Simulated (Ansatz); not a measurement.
Mulliken charges of F$_{2}$GeH$_{2}$Se$_{2}$ (`[F][Ge]([F])([SeH])[SeH]`) from PBE/def2-TZVPP in Ansatz (PBE0-D4/def2-TZVP geometry).

```
atom   x (Å)   y (Å)   z (Å)  charge (e)
  F1   0.956  -1.394   1.352      -0.312
 Ge2   0.225  -0.392   0.154       0.841
  F3  -0.815  -1.486  -0.682      -0.311
 Se4  -1.121   1.264   1.071      -0.201
 Se5   1.992   0.363  -1.144      -0.190
  H6  -2.259   0.333   1.095       0.089
  H7   1.083   1.243  -1.892       0.084
```

Question: By hand: the dipole of these point charges (1 e Å = 4.8032 D).

Answer: Σ q r = (-0.119, 0.378, -0.140) e Å, of length 0.420 e Å = 2.02 D.

Question: How does the dipole of the full density compare? (Best estimate.)

Answer: Computed: (-0.088, 0.449, -0.140) e Å, 2.30 D; the point charges give 0.88 times that, at 7° from its direction.

Point charges leave out the atoms' own dipoles, such as those of lone pairs, and Mulliken's split depends on the basis, so the close match here is no proof of good charges.
